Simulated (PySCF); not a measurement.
## Excitation energy of I by level of theory

I [Kr] 4d10 5s2 5p5 (2P) → I [Kr] 4d10 5s1 5p5 6s1 (4P), as a difference of total energies. Computed with PySCF 2.14 in dyall-av2z, with the non-relativistic Hamiltonian (point nucleus). Correlated levels: valence: [Kr] 4d10 frozen; virtual orbitals above 40 to 60 times the deepest correlated orbital energy dropped. The calculations carry no spin-orbit coupling.

| method | excitation energy (eV) |
| --- | --- |
| UHF | 17.480 |
| MP2 (valence) | 16.201 |
| SCS-MP2 (valence) | 16.056 |
| CCSD (valence) | 15.725 |
| CCSD(T) (valence) | 15.515 |

How much does correlation contribute at CCSD(T) (valence)?

15.515 − (17.480) = -1.965 eV, measured against UHF.

The upper state lies above the first ionisation limit, where it may autoionise and the basis confines it. A Rydberg-like electron needs more diffuse functions than a valence basis has.

The promoted electron is Rydberg-like, and one or two diffuse shells describe it only roughly, which tends to raise the upper state.

The coupled-cluster amplitudes are large for the upper state (T1 above 0.03 or a double amplitude above 0.15), so a single reference is strained.
